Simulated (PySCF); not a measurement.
## Working out the excitation energy of Ga⁺

Ga⁺ [Ar] 3d10 4s2 (1S) → Ga⁺ [Ar] 3d10 4s1 4d1 (3D). All numbers are calculated (PySCF 2.14, a scalar-relativistic core potential, in aug-cc-pwCVDZ-PP with ECP10MDF (6s5p4d1f, 48 functions)). Frozen: 3s2 3p6 3d10. Energies in hartree (1 hartree = 27.21139 eV):

| part | Ga⁺ (lower) | Ga⁺ (upper) |
| --- | --- | --- |
| UHF | -258.088410 | -257.623499 |
| CCSD correlation | -0.036566 | -0.002593 |
| (T) | 0.000000 | 0.000000 |

Question: What does Hartree-Fock give?

Answer: (-257.623499) − (-258.088410) = 0.464911 hartree = 12.651 eV.

Question: What do CCSD and CCSD(T) give?

Answer: The CCSD correlation energies differ by 0.033973 hartree = 0.924 eV and the triples by 0.000000 hartree = 0.000 eV, so CCSD gives 13.575 eV and CCSD(T) 13.575 eV.

Measured between the centres of the two terms (NIST): 14.116 eV, so CCSD(T) (valence) is off by -0.541 eV.

A double-zeta basis recovers only part of the correlation energy.

What remains against the reference includes basis incompleteness, the frozen core and higher excitations.
